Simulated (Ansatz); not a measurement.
BCl2(SMe) (CH₃BCl₂S). Charge 0, multiplicity 1. Geometry relaxed at PBE0-D4/def2-SVP.

Cartesian coordinates in Å:
```
B 0.5374 -1.2389 -0.7120
Cl -1.0623 -1.8520 -0.3276
Cl 1.6728 -2.2597 -1.5732
S 1.0801 0.3986 -0.2656
C -0.3496 1.1170 0.5894
H -1.2248 1.1487 -0.0721
H -0.0614 2.1393 0.8655
H -0.5923 0.5470 1.4955
```

(1) Estimate the harmonic wavenumbers at RKS PBE0-D4/def2-SVP (Ansatz, unscaled). Is this a minimum?

## Answers

(1) 100, 114, 172, 242, 308, 436, 467, 738, 959, 962, 996, 1016, 1336, 1443, 1444, 3082, 3203, 3204 cm⁻¹. Yes, no mode is imaginary beyond noise. Zero-point energy 120.9 kJ/mol. Hardware: 4 threads of Arm Neoverse V2 on a shared host. Wall time 35 s.
